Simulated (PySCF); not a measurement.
Method: PySCF with TPSSh-D3(BJ)/def2-TZVP // PBE-D3(BJ)/def2-SVP. All species are isolated molecules in the gas phase. 

Reference species: [Sc(Cl)2(F)] (neutral, multiplicity 1).

```yaml
charge on the central atom (Mulliken): 1.28 e
HOMO–LUMO gap: 5.06 eV
mean_distance_from_the_central_atom_to_its_bonded_neighbours: 2.126 Å
dipole_moment: 0.44 D
```

After one change: the charge on the central atom (Mulliken) rises by 0.11 e; the HOMO–LUMO gap goes up by 0.19 eV; the mean distance from the central atom to its bonded neighbours falls by 0.146 Å; the dipole moment rises by 0.18 D.

Task: Name the change that produced these shifts. The new species is one of these.
A) [Sc(F)3]
B) [Sc(Cl)3]
C) [Sc(Cl)(F)2]

Result: C, [Sc(Cl)(F)2]
